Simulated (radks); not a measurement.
The numbers below are computed, except where a source is named.
Question: Orbital eigenvalues (eV) of the calcium ion Ca+, [Ar] 4s1, of relativity; Dirac values are averaged over j with weights 2j + 1. Spin-unpolarised spherical Kohn-Sham, PBE, point nucleus unless stated (finite: rms radius 3.4776 fm), a radial shooting solver on a logarithmic mesh with Libxc functionals. A level marked "c x" has the speed of light scaled by that factor.

| shell | non-rel. |
|---|---|
| 1s | -3935.0 |
| 2s | -417.65 |
| 2p | -341.44 |
| 3s | -53.562 |
| 3p | -34.908 |
| 4s | -8.9313 |

Give the values at the level "Dirac, finite nucleus".

Answer: 
shell  Dirac, finite nucleus  change of magnitude (%)
1s                   -3955.9                    +0.53
2s                   -421.30                    +0.87
2p                   -341.67                    +0.07
3s                   -53.987                    +0.79
3p                   -34.878                    -0.08
4s                   -8.9652                    +0.38
